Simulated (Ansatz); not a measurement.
CH5GeNS (`N=[CH][GeH2][SH]`), relaxed with RKS PBE0-D4/def2-TZVP in the Gaussian-basis code of Ansatz from a PBE-D4/def2-SVP geometry. The force threshold is 0.005 eV/Å; the program also tests the step.

Charge 0, multiplicity 1.

Start:

```xyz
9

N     1.812    0.726   -0.325
C     1.046   -0.124    0.251
Ge   -0.868    0.329    0.464
S    -2.099   -1.213   -0.626
H     2.782    0.360   -0.393
H     1.376   -1.130    0.616
H    -1.322    0.168    1.939
H    -1.124    1.758   -0.075
H    -1.602   -0.875   -1.849
```

(1) How much energy does the relaxation release, and in how many steps? (Estimate.)

(2) Which bonds change most? (Best estimate.)

(3) Give the relaxed structure. (Estimate.)

## Answers

(1) The calculation gave: 0.04 eV, in 8 steps, 1 of them rejected.

(2) Ansatz gave: Ge3–S4 from 2.254 to 2.227 Å; C2–H6 from 1.120 to 1.100 Å; S4–H9 from 1.363 to 1.343 Å; N1–H5 from 1.039 to 1.023 Å.

(3) The calculation gave: 
```xyz
9

N     1.802    0.717   -0.301
C     1.034   -0.128    0.244
Ge   -0.865    0.324    0.460
S    -2.082   -1.199   -0.618
H     2.759    0.365   -0.376
H     1.368   -1.120    0.581
H    -1.305    0.178    1.925
H    -1.113    1.735   -0.086
H    -1.598   -0.872   -1.828
```
